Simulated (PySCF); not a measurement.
H₈N₂OSi₂, SMILES N[SiH2]O[SiH2]N.

Geometry: B3LYP-D3(BJ)/def2-SVP. The values are those of a single conformer.

These are TDA-PBE/def2-SVPD (PySCF) values and carry that method's errors.

Vertical excitations. Isolated molecule, no solvent. State labels are in the subgroup C2.

### Question
Estimate the UV-visible absorptions. (Estimate from the structure and the level; the computed values follow.)

### Answer

| state | symmetry | energy (eV) | λ (nm) | f | main pairs |
|---|---|---|---|---|---|
| S1 | B | 5.59 | 222 | 0.067 | HOMO→LUMO 98 % |
| S2 | A | 5.78 | 214 | 0.000 | HOMO−1→LUMO 98 % |
| S3 | B | 6.35 | 195 | 0.002 | HOMO−2→LUMO 99 % |
| S4 | A | 6.41 | 193 | 0.004 | HOMO→LUMO+1 97 % |
| S5 | B | 6.56 | 189 | 0.046 | HOMO→LUMO+2 60 %, HOMO−1→LUMO+1 33 % |
| S6 | B | 6.64 | 187 | 0.007 | HOMO−1→LUMO+1 64 %, HOMO→LUMO+2 32 % |
| S7 | A | 6.80 | 182 | 0.028 | HOMO−1→LUMO+2 70 %, HOMO→LUMO+4 24 % |
| S8 | B | 6.92 | 179 | 0.018 | HOMO→LUMO+3 95 % |
| S9 | A | 6.95 | 178 | 0.035 | HOMO→LUMO+4 73 %, HOMO−1→LUMO+2 17 % |
| S10 | A | 7.06 | 176 | 0.001 | HOMO−3→LUMO 99 % |
| T1 | B | 5.35 | 232 | 0 | HOMO→LUMO 99 % |
| T2 | A | 5.58 | 222 | 0 | HOMO−1→LUMO 98 % |
| T3 | A | 6.20 | 200 | 0 | HOMO→LUMO+1 96 % |
| T4 | B | 6.21 | 200 | 0 | HOMO→LUMO+2 97 % |
Triplets are in the Tamm–Dancoff approximation.
